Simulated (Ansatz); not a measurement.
`[OH][GaH][SH]` + H₂ → `[OH][GaH2]` + H₂S  (hydrogenolysis of a Ga–S bond)

Calculated with Ansatz (gas phase, PBE0-D4/def2-TZVP geometries, no zero-point term in ΔE). CCSD(T)/CBS is the MP2 limit (def2-TZVPP, def2-QZVPP) plus CCSD(T) − MP2 in def2-TZVPP, frozen cores. This one scheme is used for every species. DFT in def2-TZVPP. B3LYP here is the variant with VWN-RPA as its local correlation; programs differ in this. For Ga outer-core shells are correlated without core-valence functions, which leaves a few kJ/mol of doubt a bond. Scalar relativity is left out up to krypton. One conformer a species, not always the lowest.

`[OH][GaH][SH]`:

Cartesian coordinates in Å:
```
O -0.437 -0.194 -1.319
Ga 0.535 -0.203 0.178
S -0.476 0.793 1.845
H -0.014 -0.624 -2.065
H 1.944 -0.852 0.271
H -1.552 1.079 1.091
```

H₂:

Z-matrix (Å, degrees):
```
H
H 1 0.746
```

`[OH][GaH2]`:

```xyz
5

O    -1.146    0.193    0.527
Ga    0.471   -0.273   -0.079
H    -1.487    1.005    0.147
H     1.144    0.665   -1.135
H     1.018   -1.591    0.540
```

H₂S:

```xyz
3

S    -0.587    0.111    0.163
H     0.596    0.296    0.767
H    -0.009   -0.407   -0.930
```

Task: Is it downhill or uphill in electronic energy at CCSD(T)/CBS, and by how much? (Best estimate.)

Result: Computed: Uphill: ΔE = +78.9 kJ/mol.

Task: What do these levels give: BLYP-D4, r2SCAN-D4, B3LYP-D4, r2SCANh-D4, CAM-B3LYP-D4, B3LYP, CAM-B3LYP, RPA@PBE/def2-TZVPP, HF/def2-SVP, CCSD/def2-SVP, CCSD(T)/def2-SVP, CCSD/def2-TZVPP? (Best estimate.)

Result: Computed: BLYP-D4 76.6, r2SCAN-D4 81.8, B3LYP-D4 75.0, r2SCANh-D4 81.0, CAM-B3LYP-D4 69.1, B3LYP 67.8, CAM-B3LYP 65.1, RPA@PBE/def2-TZVPP 69.0, HF/def2-SVP 57.0, CCSD/def2-SVP 65.9, CCSD(T)/def2-SVP 69.2, CCSD/def2-TZVPP 70.6 kJ/mol.

Largest T1 diagnostic among the species: 0.015.

The D4 term adds +7.2 kJ/mol with B3LYP and +3.8 kJ/mol with PBE0; it sums over pairs of atoms, weighted by their polarisabilities, and B3LYP, whose exchange is more repulsive, gets the larger term. Leaving LDA and LC-ωPBE aside and taking each functional with its dispersion term where it has one, the values, not all of them listed here, spread over 13.8 kJ/mol, from B97M-V to r2SCAN-D4. At CCSD(T), def2-SVP lies −9.7 kJ/mol from the extrapolated value and def2-TZVPP −3.8 kJ/mol.
